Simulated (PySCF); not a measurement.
Isomers of C5H6F2, one GFN2-xTB conformer each. Single-point energies are computed at PBE0/pcSseg-1 (PySCF, gas phase, no added dispersion term), electronic only.

Question: Rank them by PBE0/pcSseg-1 energy, lowest first (kJ/mol).
A. `[CH2:1]=[CH:2]/[CH:3]=[C:4](/[F:5])[CH2:6][F:7]` with C1–C2–C3–C4 180°, C3–C4–C6–F7 -48°
B. `[CH2:1]=[CH:2][C:3](=[CH2:4])[CH:5]([F:6])[F:7]` with C1–C2–C3–C4 -177°, C2–C3–C5–F6 174°
C. `CC1=C(F)[C@@]1(C)F`

Answer: B (0.0), A (29.6), C (107.4).

As drawn, the lowest has two fluorines on one carbon, which the highest lacks; the highest has a three-membered ring, which the lowest lacks. GFN2-xTB itself gives, in the same order: 3.6, 0.0, 70.8. GFN2-xTB puts C=C/C=C(/F)CF lowest instead; measured from each level's own lowest isomer, the values differ by up to 36.6 kJ/mol (CC1=C(F)[C@@]1(C)F: 70.8 against 107.4).

Which frontier levels, dipoles and rotational constants go with these structures?

| SMILES | HOMO (eV, PBE0/pcSseg-1) | LUMO (eV) | dipole (D) | A, B, C (MHz) |
| --- | --- | --- | --- | --- |
| C=CC(=C)C(F)F | -7.29 | -1.28 | 2.14 | 3822, 2294, 1578 |
| C=C/C=C(/F)CF | -6.80 | -1.09 | 1.20 | 3604, 1838, 1262 |
| CC1=C(F)[C@@]1(C)F | -7.75 | 0.55 | 2.60 | 2717, 2384, 1717 |

As an exercise, what shares would exp(−E/RT) give at 1000 K from these electronic energies alone (no entropy, no degeneracies)?

RT = 8.314 kJ/mol: C=CC(=C)C(F)F 97.2 %, C=C/C=C(/F)CF 2.8 %, CC1=C(F)[C@@]1(C)F under 0.1 %.
